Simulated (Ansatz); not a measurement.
Reaction (isomerisation): `CNC1C[SiH2]1` → `C/C(N)=C\[SiH3]`

Computed with Ansatz on PBE0-D4/def2-TZVP structures; ΔE is electronic, products minus reactants. CBS: MP2 limit from def2 TZ/QZ plus the TZ coupled-cluster correction, frozen cores. Functionals use def2-TZVPP. B3LYP here is the variant with VWN-RPA as its local correlation; programs differ in this. Each species was taken in one conformer, which may not be the lowest.

`CNC1C[SiH2]1`:

Z-matrix (Å, degrees):
```
C
N 1 1.449
H 1 1.102 2 113.7
H 1 1.092 2 109.8 3 -121.7
H 1 1.093 2 109.4 3 120.2
C 2 1.431 1 113.5 3 -56.8
H 2 1.010 1 110.7 3 68.2
Si 6 1.858 2 119.4 1 -155.6
C 6 1.543 2 115.0 1 -81.4
H 6 1.097 2 116.7 1 54.1
H 8 1.477 6 119.0 2 0.8
H 8 1.479 6 119.1 2 -148.9
H 9 1.086 6 114.2 2 -2.3
H 9 1.085 6 117.1 2 134.1
```

`C/C(N)=C\[SiH3]`:

Cartesian coordinates in Å:
```
C -1.195 0.002 -0.906
C -0.499 -0.487 0.324
N -1.259 -1.357 1.070
C 0.727 -0.070 0.700
Si 1.757 1.171 -0.186
H -0.578 0.698 -1.472
H -1.448 -0.835 -1.565
H -2.128 0.506 -0.640
H -0.786 -1.868 1.797
H -1.965 -1.885 0.586
H 1.136 -0.493 1.616
H 3.047 1.325 0.539
H 1.121 2.518 -0.272
H 2.071 0.775 -1.591
```

Question: Is it downhill or uphill in electronic energy at CCSD(T)/CBS, and by how much? (An estimate is asked.)

Answer: The calculation gave: Downhill: ΔE = -1.20 eV.

Question: What do these levels give: B97M-V, B3LYP-D4, ωB97M-V, BLYP, CCSD(T)/def2-TZVPP, CCSD/CBS(def2)? (Estimate.)

Answer: Computed: B97M-V -1.24, B3LYP-D4 -1.32, ωB97M-V -1.18, BLYP -1.33, CCSD(T)/def2-TZVPP -1.20, CCSD/CBS(def2) -1.21 eV.

Largest T1 diagnostic among the species: 0.012.

In def2-TZVPP, CCSD(T) changes the Hartree–Fock value by +0.28 eV (the triples alone add +0.01 eV) and MP2 by +0.31 eV. From r2SCAN to r2SCAN0 (25 % exact exchange), in def2-TZVPP and without D4, ΔE moves by +0.03 eV.
